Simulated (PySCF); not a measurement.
Molecule: H₆GaNO₃, singlet. Atoms near the plane z = 0.0 Å, at the PBE0/def2-SVP optimised geometry (x, y, z in Å): Ga1 (-0.3, -0.1, 0.0), O2 (-1.2, 1.5, 0.0), H3 (-1.9, 1.5, -0.7), O4 (-1.2, -1.5, -0.8), O6 (1.5, -0.1, 0.0), H7 (1.9, 0.7, -0.3).

Calculation: PBE0/def2-TZVP (PySCF). Cells within 0.4 Å of a nucleus heavier than hydrogen are left out (blank, or x). The values are rescaled to run from 0 to 1.

```
|22222222222222222222222222222|
|22222222222222222222222222222|
|22222222222222222222222222222|
|22222221122222222222222222222|
|22222111111122222222222222222|
|22221111111111111111122222222|
|22211111111121111111111122222|
|22211111211222111111111112222|
|221111123xxx32111111111111222|
|221111125xxx42111111000111222|
|2211112359x942101111100111122|
|22111112467531001222110111122|
|22211112233210001344311111122|
|22211111111112102589521111122|
|222111100000xxx126xxx21111222|
|222111000000xxx125xxx11111222|
|22211110000011001354211112222|
|22211111111100001222211122222|
|22221111122211000111111222222|
|22221111123321000111112222222|
|22221111123321100111112222222|
|22221111122221111111122222222|
|22222111111211111111222222222|
|22222111111111111112222222222|
|22222211111111111122222222222|
|22222222111111112222222222222|
|22222222221112222222222222222|
|22222222222222222222222222222|
|22222222222222222222222222222|
```
Scale: ten equal steps from 0.000 (start of '0') to 1.00 (end of '9'), in the order '0123456789'; x runs from -4.00 to 4.00, y from -4.00 (bottom) to 4.00 (top).

Q: Which quantity is mapped?
(A) electron localisation function
(B) log10 of the electron density
(C) an orbital amplitude
(D) electrostatic potential

A: C, an orbital amplitude. In full: LUMO amplitude (bohr^(-3/2)).
